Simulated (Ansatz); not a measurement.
Geometry optimisation, RKS PBE0-D4/cc-pVDZ (Ansatz 0.2.0).

input.yaml

```yaml
crystal:
  periodic: [false, false, false]
  atoms:
    - { symbol: Si, position_ang: [0.144883, 0.028826, -0.07907] }
    - { symbol: F, position_ang: [0.245114, 0.033821, 1.528735] }
    - { symbol: Cl, position_ang: [2.099584, 0.084456, -0.699458] }
    - { symbol: Cl, position_ang: [-0.757001, 1.708953, -0.820529] }
    - { symbol: Cl, position_ang: [-0.652191, -1.716303, -0.789996] }
    - { symbol: "N", position_ang: [-2.550054, -0.05768, 1.31694] }
    - { symbol: H, position_ang: [-2.680897, -0.44576, 0.389616] }
    - { symbol: H, position_ang: [-2.302396, 0.923263, 1.239502] }
    - { symbol: H, position_ang: [-1.777342, -0.559576, 1.78516] }
basis:
  gaussian: { orbitals: cc-pVDZ }
hamiltonian:
  xc: pbe0
  dispersion: d4
relax:
  f_tol: 0.03
  max_steps: 50
```

Command:

```bash
$ ansatz run input.yaml --threads 4 --pin off --max-ram 5120MiB --backend cpu --events-out ev --progress --plain --runs-dir out
```

Q: Where does it end, and by what steps?

A: It converged. After 13 steps the energy has fallen by 0.185 eV; H7 moved furthest, 0.51 Å.

```
step  energy less start (eV)  largest force component (eV/Å)  accepted
   0                  0.0000                           0.837       yes
   1                 -0.1416                           0.447       yes
   2                 -0.1547                           0.559       yes
   3                 -0.1742                           0.238       yes
   4                 -0.1813                           0.099       yes
   5                 -0.1822                           0.044       yes
   6                 -0.1825                           0.091       yes
   7                 -0.1830                           0.102       yes
   8                 -0.1835                           0.116       yes
   9                 -0.1826                           0.201        no
  10                 -0.1843                           0.052       yes
  11                 -0.1848                           0.089       yes
  12                 -0.1852                           0.068       yes
  13                 -0.1855                           0.023       yes
```

```xyz
9
Properties=species:S:1:pos:R:3
Si 0.427 0.029 -0.251
F 0.359 -0.106 1.369
Cl 2.392 0.047 -0.787
Cl -0.468 1.775 -0.804
Cl -0.516 -1.576 -1.081
N -2.851 -0.060 1.537
H -2.863 -0.735 0.771
H -2.740 0.851 1.090
H -1.970 -0.224 2.027
```

Run time: 37 s on 4 threads of Arm Neoverse V1, with other jobs on the host, peak memory 0.33 GiB.
